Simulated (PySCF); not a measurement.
A side-by-side comparison of computed properties.

First species: C5H7F3O2.
SMILES: `CC(=O)COC(F)(F)CF`

Second species: C₅H₉NO₂Si.
Geometry (GFN2-xTB, Å), atoms numbered from 1 in this order:
```xyz
18
C5H9NO2Si angstrom
C      4.4560    0.5334    0.5552
C      3.4191    0.1433    0.0946
C      2.1832   -0.3340   -0.4860
O      2.1253   -0.8652   -1.5650
O      1.1496   -0.1206    0.3000
Si    -0.4034   -0.5433   -0.1614
C     -0.9349    0.3398   -1.7501
N     -1.2356    0.1188    1.1805
C     -2.6692    0.0541    1.3164
H      5.3630    0.8749    0.9616
H     -0.4191   -2.0030   -0.3201
H     -0.8964    1.4204   -1.6306
H     -1.9471    0.0737   -2.0377
H     -0.2785    0.0733   -2.5730
H     -0.7700    0.1099    2.0761
H     -3.1178    0.1531    0.3319
H     -3.0249    0.8707    1.9467
H     -3.0081   -0.8929    1.7494
```

Levels: PBE0/pcSseg-1 for dipole moment, HOMO energy, LUMO energy and HOMO–LUMO gap; GFN2-xTB for rotational constant A and rotational constant C. Geometries: GFN2-xTB. Each structure is a single optimised conformer of the isolated species, non-relativistic unless stated. Electronic properties by PySCF.

The conformers computed, where there is a choice (atom-mapped SMILES and torsion angles):
- `[CH3:1][C:2](=[O:3])[CH2:4][O:5][C:6]([F:7])([F:8])[CH2:9][F:10]`: C1–C2–C4–O5 16°, C2–C4–O5–C6 94°, C4–O5–C6–F7 -62°, O5–C6–C9–F10 -54°
- `[CH:1]#[C:2][C:3](=[O:4])[O:5][Si@H:6]([CH3:7])[NH:8][CH3:9]`: C2–C3–O5–Si6 178°, C3–O5–Si6–C7 -60°, O5–Si6–N8–C9 180°

| property | column X | column Y |
| --- | --- | --- |
| dipole moment | 2.37 D | 2.72 D |
| HOMO energy | -7.60 eV | -6.91 eV |
| LUMO energy | -0.76 eV | -1.34 eV |
| HOMO–LUMO gap | 6.84 eV | 5.57 eV |
| rotational constant A | 2.566 GHz | 2.887 GHz |
| rotational constant C | 0.723 GHz | 0.625 GHz |

**Question.** Which column belongs to which species?

**Answer.** Column X is the first species and column Y the second. The first has 17 atoms and 80 electrons, the second 18 and 76.

**Question.** How does each property change from the first species to the second?

**Answer.** dipole moment +0.35 D; HOMO energy +0.69 eV; LUMO energy -0.58 eV; HOMO–LUMO gap -1.27 eV; rotational constant A +0.321 GHz; rotational constant C -0.098 GHz.

On the first: A dipole of 2.37 D is allowed in C1, and pure rotational transitions are dipole-allowed. The dipole matches unit charges of opposite sign 0.49 Å apart (1 e·Å = 4.8032 D).

On the second: A dipole of 2.72 D is allowed in C1, and pure rotational transitions are dipole-allowed. The dipole equals about 9.1 × 10⁻³⁰ C·m (1 D = 3.33564 × 10⁻³⁰ C·m).
